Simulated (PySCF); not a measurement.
A structure optimised at PBE-D3(BJ)/def2-TZVPD, used in a PySCF frequency run:

```
B
H 1 1.2311
H 1 1.2311 2 112.62
B 1 1.6487 2 123.69 3 180.00
H 4 1.2311 1 123.69 2 180.00
H 4 1.2311 5 112.62 1 180.00
```
Charge -1, spin multiplicity 2.

Q: Write its SMILES, formula and point group.

A: B[BH2-], B2H4, D2h

Q: What are its rotational constants (standard atomic weights)?

A: 119.44, 21.189, 17.996 GHz
